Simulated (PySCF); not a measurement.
Ligands exchanged one at a time, Sn F-H. All species are isolated molecules in the gas phase. Strings in code marks are SMILES.

Method: PySCF with PBE-D3(BJ)/def2-TZVP // PBE0-D3(BJ)/def2-TZVP. Excitations are Tamm–Dancoff values on a coarser integration grid. The basis has no diffuse functions, so Rydberg states are missing or too high.

```tsv
species	T1 excitation (TDA) (eV)	S1 oscillator strength	dipole moment (D)	HOMO (eV)	LUMO (eV)
0 of 4 F replaced by H (`[F][Sn]([F])([F])[F]`)	–	0.000	0.00	-10.25	-4.61
1 of 4 F replaced by H	?	0.000	?	-9.29	-3.16
2 of 4 F replaced by H (`[F][SnH2][F]`)	5.83	0.050	?	-8.30	-1.95
3 of 4 F replaced by H	?	?	2.56	-7.88	-1.61
4 of 4 F replaced by H (`[SnH4]`)	–	–	0.00	-7.93	-0.29
```

### Question
What belongs in the gaps?

### Answer

- 1 of 4 F replaced by H, T1 excitation (TDA) (eV): 5.69
- 1 of 4 F replaced by H, dipole moment (D): 3.12
- 2 of 4 F replaced by H (`[F][SnH2][F]`), dipole moment (D): 3.21
- 3 of 4 F replaced by H, T1 excitation (TDA) (eV): 6.06
- 3 of 4 F replaced by H, S1 oscillator strength: 0.002
